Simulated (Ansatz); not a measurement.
C3H8OSi can be A, `OC/C=C/[SiH3]`, or B, `C1CO[SiH2]C1`.

Isolated molecules relaxed with PBE0-D4/def2-TZVP in Ansatz; ΔE leaves out vibrations. CCSD(T)/CBS adds triple-zeta CCSD(T) − MP2 to the extrapolated MP2 energy (def2 sets, frozen cores). Functionals use def2-TZVPP. B3LYP here is the variant with VWN-RPA as its local correlation; programs differ in this. Each species was taken in one conformer, which may not be the lowest.

A:

Z-matrix (Å, degrees):
```
C
C 1 1.494
O 1 1.414 2 112.1
H 1 1.098 2 110.0 3 -124.9
H 1 1.094 2 109.9 3 116.9
C 2 1.333 1 124.8 3 126.2
H 2 1.090 1 114.8 3 -52.8
H 3 0.961 1 107.8 2 -58.0
Si 6 1.857 2 123.4 1 179.9
H 6 1.091 2 117.6 1 0.4
H 9 1.487 6 109.0 2 1.6
H 9 1.489 6 110.8 2 121.9
H 9 1.488 6 110.9 2 -118.8
```

B:

```xyz
13

C     0.054   -0.513    1.004
C     1.354   -0.217    0.259
O     1.075   -0.122   -1.132
Si   -0.491    0.346   -1.419
C    -1.053    0.347    0.374
H     0.170   -0.331    2.077
H    -0.190   -1.572    0.877
H     1.790    0.729    0.607
H     2.096   -1.004    0.408
H    -0.550    1.674   -2.086
H    -1.175   -0.645   -2.293
H    -1.031    1.366    0.771
H    -2.050   -0.057    0.553
```

Q: Which isomer does CCSD(T)/CBS put lower? Give the gap. (Estimate.)

A: Ansatz gave: B, by 45.4 kcal/mol.

Q: Give E(B) − E(A) in kcal/mol with HF/def2-TZVPP, B3LYP-D4, MP2/def2-TZVPP, B2PLYP, CCSD(T)/def2-SVP, r2SCAN-D4, CCSD(T)/def2-TZVPP. (An estimate is asked.)

A: The calculation gave: HF/def2-TZVPP -42.9, B3LYP-D4 -42.9, MP2/def2-TZVPP -47.9, B2PLYP -43.9, CCSD(T)/def2-SVP -42.2, r2SCAN-D4 -46.2, CCSD(T)/def2-TZVPP -45.0. None reverses the order clearly.

Q: Does the order hold for the free energy at 298.15 K (harmonic terms from PBE0-D4)? (Best estimate.)

A: The calculation gave: Yes: G(B) − G(A) = -40.5 kcal/mol, for one conformer each.

Largest T1 diagnostic: 0.011.

In def2-TZVPP, CCSD(T) changes the Hartree–Fock value by −2.1 kcal/mol (the triples alone add +0.5 kcal/mol) and MP2 by −5.0 kcal/mol. Leaving LDA and LC-ωPBE aside and taking each functional with its dispersion term where it has one, the values, not all of them listed here, spread over 9.6 kcal/mol, from PBE-QIDH to BLYP-D4. LDA lies −6.7 kcal/mol from PBE without D4.
